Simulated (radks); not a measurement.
Mg+, 11 electrons, occupied as [Ne] 3s1 (the NIST ground configuration). Method: scalar-relativistic Kohn-Sham, PBEsol, spin-unpolarised, spherical densities, point nucleus; computed with a radial shooting solver on a logarithmic mesh with Libxc functionals. Some entries of the table are withheld. Estimate them.

| orbital | occ. | eigenvalue (eV) | <r> (bohr) |
|---|---|---|---|
| 1s | 2 | (1) | 0.1308 |
| 2s | 2 | -88.6563 | 0.6976 |
| 2p | 6 | (2) | 0.6879 |
| 3s | 1 | -11.3103 | 2.803 |

Answer. 
(1) 1s eigenvalue (eV): -1265.843
(2) 2p eigenvalue (eV): -55.6028
